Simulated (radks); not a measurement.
Results of a calculation; reference values are marked as such.
Orbital eigenvalues (eV) of neutral terbium, [Xe] 4f9 6s2, at several levels of relativity; Dirac values are averaged over j with weights 2j + 1. Spin-unpolarised spherical Kohn-Sham, PBE, point nucleus unless stated (finite: rms radius 5.06 fm), a radial shooting solver on a logarithmic mesh with Libxc functionals. A level marked "c x" has the speed of light scaled by that factor and shares open shells by 2j + 1; other Dirac levels either fill j = l - 1/2 first or share by 2j + 1.

shell,non-rel.,"scalar-rel., finite nucleus","Dirac, low j first","Dirac, 2j+1 shares, finite nucleus","change of magnitude, last against first (%)"
2s,-7763.9,-8595.7,-8582.8,-8581.8,+10.54
2p,-7392.6,-7638.7,-7657.7,-7658.1,+3.59
3s,-1711.7,-1906.5,-1903.3,-1903.4,+11.20
3p,-1545.8,-1611.3,-1614.9,-1615.3,+4.50
3d,-1236.6,-1226.5,-1223.9,-1224.3,-1.00
4s,-330.79,-377.57,-376.81,-376.96,+13.96
4p,-265.49,-280.37,-281.24,-281.45,+6.01
4d,-148.90,-146.92,-146.46,-146.66,-1.51
5s,-41.088,-47.476,-47.355,-47.394,+15.35
5p,-24.025,-24.833,-24.972,-25.007,+4.09
4f,-6.7466,-3.0333,-2.8808,-3.0214,-55.22
6s,-3.4651,-3.7050,-3.7035,-3.7056,+6.94
